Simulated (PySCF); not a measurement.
# C₆ coefficients of unlike pairs at revPBE

Calculated with PySCF 2.14 from the dipole response of each species, C₆(A,B) = (3/π) ∫ α_A(iu) α_B(iu) du, in atomic units, from isotropic polarisabilities. For ions this is the dispersion term alone; charge-induced terms of lower order in 1/R come first.

```
species      configuration                                    basis      relativity  α (bohr³)  C₆ (like pair)
   Al²⁺      [Ne] 3s1 (2S)                   aug-cc-pwCVDZ (6s5p3d)            none      14.40           39.64
      C  [He] 2s2 2p2 (3P)                     aug-cc-pVDZ (4s3p2d)            none      12.49           50.70
    N³⁺      [He] 2s2 (1S)               aug-cc-pCVTZ-DK (7s6p4d2f)   spin-free X2C      2.096           2.085
   Cd³⁺      [Kr] 4d9 (2D)  aug-cc-pVDZ-PP with ECP28MDF (5s5p4d2f)  core potential      3.583           15.83
```

**Question.** Estimate C₆ for Cd³⁺ with C.

**Answer.** The integral gives 23.54. The combination rule 2 C_A C_B / (C_A α_B/α_A + C_B α_A/α_B) gives 23.02 and the geometric mean 28.33.

No spin-orbit coupling is included.

The other pairs:

```
      pair     C₆
 N³⁺, Al²⁺  8.305
   C, Al²⁺  43.21
Cd³⁺, Al²⁺  17.84
    N³⁺, C  10.14
 Cd³⁺, N³⁺  5.206
```
